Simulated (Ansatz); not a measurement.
Basis sets compared for K3I2. Total charge 0; doublet. Geometry B3LYP-D4/def2-SVP. Ansatz on 4 threads of Arm Neoverse V2 on a shared host; times are rough, and most runs start from earlier orbitals.

Cartesian coordinates in Å:
```
K -0.892 1.681 -0.505
K -3.410 -1.743 -0.514
K 2.515 -0.720 0.837
I -0.015 -1.634 -1.129
I 1.802 2.416 1.311
```

In the def2 sets I takes a core potential; there is no spin–orbit coupling. Another isomer (doublet) lies 0.10 eV lower at PBE-D4/def2-SVP; other spin states weren't run for this one.

Binding counts from free atoms (K doublet, I doublet) in the same basis, without a counterpoise term.

```json
{"level": "PBE-D4/def2-SVP", "functions": "124", "energy (Eh)": "-2394.4792", "HOMO (eV)": "-2.46", "LUMO (eV)": "-1.85", "binding per atom (eV)": "1.79", "wall time": "4.1 s"}
{"level": "PBE0-D4/def2-SVP", "functions": "124", "energy (Eh)": "-2394.6872", "HOMO (eV)": "-2.85", "LUMO (eV)": "-1.28", "binding per atom (eV)": "1.81", "wall time": "6.5 s"}
```

Task: Estimate the rows for PBE-D4/def2-TZVP (with forces), PBE0-D4/def2-TZVP.

Result: 
```json
{"level": "PBE-D4/def2-TZVP (with forces)", "functions": "199", "energy (Eh)": "-2394.7321", "HOMO (eV)": "-2.45", "LUMO (eV)": "-1.81", "binding per atom (eV)": "1.79", "wall time": "7.5 s"}
{"level": "PBE0-D4/def2-TZVP", "functions": "199", "energy (Eh)": "-2394.9344", "HOMO (eV)": "-2.85", "LUMO (eV)": "-1.24", "binding per atom (eV)": "1.80", "wall time": "14 s"}
```
